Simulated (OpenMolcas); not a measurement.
**Co+: effect of the IPEA shift**

```
Program             : OpenMolcas 26.06
Basis               : ANO-R3 [8s5p5d3f2g1h]
Scalar Hamiltonian  : X2C, finite nucleus
Active space        : 8 electrons in 5 orbitals (3d)
State averaging     : 2S+1 = 3 even, 10 roots; 2S+1 = 1 even, 15 roots
Spin-orbit coupling : RASSI with atomic mean-field integrals over the reference wave functions, term energies averaged over their components
```

Methods on the same reference wave functions:
A. CASSCF
B. SS-CASPT2, IPEA 0.25 Eh, imaginary shift 0.1 Eh (closed shells correlated: 3s 3p)
C. SS-CASPT2, IPEA 0.5 Eh, imaginary shift 0.1 Eh (closed shells correlated: 3s 3p)

Energies in cm⁻¹ above 3d⁸ ³F₄, the measured ground level; measured values from NIST Handbook of Basic Atomic Spectroscopic Data.

```json
{"Level": "3d⁸ ³F₄", "A": "0.0", "B": "0.0", "C": "0.0", "Measured": "0.0"}
{"Level": "3d⁸ ³F₃", "A": "962", "B": "964", "C": "964", "Measured": "950"}
{"Level": "3d⁸ ³F₂", "A": "1633", "B": "1614", "C": "1617", "Measured": "1597"}
{"Level": "3d⁸ ¹D₂", "A": "14498", "B": "10170", "C": "10540", "Measured": ""}
{"Level": "3d⁸ ³P₂", "A": "17602", "B": "13440", "C": "13920", "Measured": ""}
{"Level": "3d⁸ ³P₁", "A": "17917", "B": "13760", "C": "14250", "Measured": ""}
{"Level": "3d⁸ ³P₀", "A": "18118", "B": "13950", "C": "14440", "Measured": ""}
{"Level": "3d⁸ ¹G₄", "A": "22506", "B": "18510", "C": "18550", "Measured": ""}
{"Level": "3d⁸ ¹S₀", "A": "54303", "B": "42220", "C": "42740", "Measured": ""}
```

Deviations, from unrounded energies. A percentage is the sum of absolute deviations over the sum of measured energies, with the sign that they share, or ± where signs differ.

| Against measurement | Levels | A | B | C |
| --- | --- | --- | --- | --- |
| mean absolute deviation (cm-1) | 2 | 24 | 15 | 17 |
| fine structure of the ground term (%) | 2 | +1.9 | +1.2 | +1.3 |

B, C lie about equally close to measurement and A furthest from it. The largest miss of B in the table is 3d⁸ ³F₂, by +17 cm-1. The ranking rests on the paired levels alone, and a cruder setting can come out closer through cancelling errors.

Between B and C the level of the table that moves most is 3d⁸ ¹S₀, by 530 cm-1 (lowest in B, highest in C). Moves below CASPT2's spread within the term are not significant.

The two smallest mean deviations differ by little beside CASPT2's spread within terms, so their order carries little weight.

From A to B the spin-free energies of the other terms of 3d⁸ shown, above ³F, scale by factors of 0.69 to 0.82.

The lowest spin-free term lies below A's lowest term by 0.784 hartree in B, 0.777 hartree in C.

CASPT2 breaks the degeneracy within a term, and the mean is taken; among the terms shown or strongly mixed into the levels shown the widest spread is 1000 cm-1 (3d⁸ ¹G, B). Without dynamic correlation excited terms often stand tens of per cent too high (terms of higher spin than the ground term too low), and those without a measured partner can miss by more than the paired ones (holds for A). Computed and measured levels are paired by configuration, term and J; levels that our copy of the source lacks, or whose pairing is in doubt (as where it misses far off the trend of its configuration), stay unpaired and out of the deviations. Only configurations of the active space appear.
